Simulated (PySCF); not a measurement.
Species: FGeH₅Si.
Bonds: F1–Ge2, Ge2–Si3. Hydrogens: H4, H5 on Ge2; H6, H7, H8 on Si3.

Method used: PBE0-D3(BJ)/def2-SVP geometry optimisation, gas phase (PySCF).

Give the optimised bond lengths and angles.

```json
{"bond": "F1–Ge2", "length (Å)": "1.753"}
{"bond": "Ge2–Si3", "length (Å)": "2.384"}
{"bond": "Ge2–H4, Ge2–H5", "length (Å)": "1.541"}
{"bond": "Si3–H6, Si3–H7, Si3–H8", "length (Å)": "1.493"}
```

Bonds in one row agree within 0.01 Å and their mean is given. A selection of angles:
```json
{"angle": "F1–Ge2–Si3", "degrees": "106.6"}
{"angle": "F1–Ge2–H4", "degrees": "105.8"}
{"angle": "Si3–Ge2–H4", "degrees": "113.7"}
{"angle": "H4–Ge2–H5", "degrees": "110.4"}
{"angle": "Ge2–Si3–H6", "degrees": "109.7"}
{"angle": "H6–Si3–H7", "degrees": "109.8"}
```

Ge2 (germanium bonded to F, Si and 2 H) is distorted tetrahedral (angles from 105.8° to 113.8°). Si3 (SiH3 silicon) is tetrahedral (angles from 108.6° to 109.8°).

Point group: Cs (every atom within 0.08 Å of its image). No frequency check.
